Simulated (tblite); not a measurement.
Compound: C₆H₁₃BOSi.
Atom-mapped SMILES: `[BH2:1][Si@:2]([OH:3])([C:4]#[C:5][CH3:6])[CH2:7][CH2:8][CH3:9]` (hydrogens: H10, H11 on B1; H12 on O3; H13, H14, H15 on C6; H16, H17 on C7; H18, H19 on C8; H20, H21, H22 on C9)

Computed with GFN2-xTB (tblite), gas phase: L-BFGS steps from a force-field or distance-geometry start until the largest atomic force falls under 0.01 eV/Å.

Step 76: E = -719.8736 eV
```
atom  x, y, z in Å  |  force x, y, z in eV/Å
B1      0.9829   -2.9153    0.9615   -0.004  -0.006   0.001
Si2     0.4166   -1.4259   -0.1610    0.006   0.006  -0.012
O3      0.1926   -2.0355   -1.6757   -0.005   0.021  -0.034
C4      1.6116    0.0029   -0.2890    0.017   0.011  -0.001
C5      2.3863    0.9245   -0.3503   -0.012  -0.017  -0.028
C6      3.3199    2.0269   -0.4384    0.010  -0.004   0.012
C7     -1.2059   -0.5534    0.4080   -0.017  -0.003  -0.018
C8     -1.7021    0.4756   -0.6028   -0.022   0.010  -0.007
C9     -3.0180    1.1139   -0.1740   -0.013   0.025  -0.007
H10     0.5760   -3.9989    0.8109   -0.001  -0.013  -0.006
H11     1.7423   -2.7503    1.8324    0.013   0.001   0.034
H12    -0.1166   -1.4856   -2.3927    0.021  -0.024   0.039
H13     3.9138    1.9404   -1.3486   -0.010   0.011   0.000
H14     2.7847    2.9764   -0.4510   -0.007  -0.004  -0.013
H15     3.9892    2.0124    0.4210    0.023   0.007   0.019
H16    -1.0580   -0.0609    1.3704    0.010  -0.008  -0.017
H17    -1.9907   -1.2982    0.5590   -0.004  -0.013   0.008
H18    -0.9454    1.2532   -0.7296    0.004  -0.018   0.005
H19    -1.8456   -0.0068   -1.5734   -0.005   0.000   0.000
H20    -2.8998    1.6190    0.7822   -0.017  -0.012   0.014
H21    -3.7968    0.3598   -0.0742    0.022  -0.002   0.029
H22    -3.3473    1.8449   -0.9090   -0.007   0.030  -0.017
```

Step 77: E = -719.8741 eV
```
atom  x, y, z in Å  |  force x, y, z in eV/Å
B1      0.9813   -2.9182    0.9614   -0.016  -0.012   0.001
Si2     0.4160   -1.4289   -0.1625    0.025  -0.005  -0.010
O3      0.1903   -2.0375   -1.6775   -0.004   0.027  -0.035
C4      1.6117   -0.0003   -0.2895    0.014   0.009  -0.004
C5      2.3832    0.9239   -0.3514   -0.021  -0.031  -0.019
C6      3.3133    2.0287   -0.4388    0.010  -0.003   0.006
C7     -1.2034   -0.5537    0.4092   -0.019  -0.007  -0.018
C8     -1.6998    0.4736   -0.6026   -0.022   0.012  -0.012
C9     -3.0125    1.1176   -0.1726   -0.010   0.024  -0.007
H10     0.5917   -4.0067    0.7954    0.009   0.004  -0.003
H11     1.7181   -2.7475    1.8509    0.009  -0.002   0.025
H12    -0.1118   -1.4858   -2.3965    0.021  -0.028   0.046
H13     3.9064    1.9441   -1.3490    0.004   0.011  -0.014
H14     2.7750    2.9759   -0.4518   -0.013   0.011  -0.009
H15     3.9830    2.0165    0.4200    0.026   0.006   0.027
H16    -1.0523   -0.0612    1.3709    0.007  -0.004  -0.016
H17    -1.9892   -1.2969    0.5615   -0.011  -0.019   0.016
H18    -0.9419    1.2491   -0.7344    0.009  -0.017   0.007
H19    -1.8460   -0.0125   -1.5708   -0.012   0.005  -0.005
H20    -2.8899    1.6235    0.7827   -0.020  -0.009   0.009
H21    -3.7948    0.3672   -0.0697    0.026   0.000   0.024
H22    -3.3387    1.8485   -0.9091   -0.012   0.028  -0.009
```

Problem. Estimate the geometry and energy of step 78. (The exact step hangs on the optimiser's Hessian estimate; all steps are aligned on step 77, rigid shifts and turns removed.)

Solution. E = -719.8748 eV, largest force 0.052 eV/Å
```
atom  x, y, z in Å  |  force x, y, z in eV/Å
B1      0.9781   -2.9198    0.9635   -0.032   0.004  -0.012
Si2     0.4165   -1.4320   -0.1669    0.045  -0.026   0.001
O3      0.1934   -2.0416   -1.6820    0.003   0.021  -0.017
C4      1.6120   -0.0028   -0.2907    0.001  -0.007  -0.013
C5      2.3794    0.9244   -0.3558   -0.018  -0.040   0.006
C6      3.3073    2.0307   -0.4389    0.008   0.002  -0.007
C7     -1.2013   -0.5555    0.4066   -0.017  -0.015  -0.012
C8     -1.7007    0.4712   -0.6034   -0.013   0.011  -0.017
C9     -3.0076    1.1233   -0.1679   -0.002   0.016  -0.004
H10     0.6111   -4.0136    0.7808    0.013   0.007  -0.004
H11     1.6836   -2.7421    1.8768    0.010   0.000   0.020
H12    -0.0973   -1.4898   -2.4051    0.013  -0.017   0.037
H13     3.8994    1.9490   -1.3491    0.030   0.007  -0.034
H14     2.7669    2.9760   -0.4532   -0.023   0.032   0.003
H15     3.9768    2.0192    0.4197    0.023   0.004   0.030
H16    -1.0455   -0.0650    1.3684    0.000   0.004  -0.012
H17    -1.9869   -1.2981    0.5597   -0.020  -0.029   0.027
H18    -0.9416    1.2438   -0.7428    0.020  -0.013   0.006
H19    -1.8529   -0.0198   -1.5679   -0.024   0.016  -0.017
H20    -2.8769    1.6274    0.7875   -0.018   0.003  -0.001
H21    -3.7943    0.3784   -0.0588    0.024   0.000   0.009
H22    -3.3300    1.8561   -0.9047   -0.022   0.019   0.010
```

The energy changes by -0.0007 eV. The first-order estimate −F·Δx gives -0.0011 eV and the mean of the old and new forces, exact on a quadratic surface, -0.0007 eV. The step makes an angle of 83° with the force vector and moves no atom by more than 0.044 Å.

The cost below is that of the whole relaxation. On one thread of an Arm Neoverse V1, no GPU (shared host), this took 1.2 s of wall time.
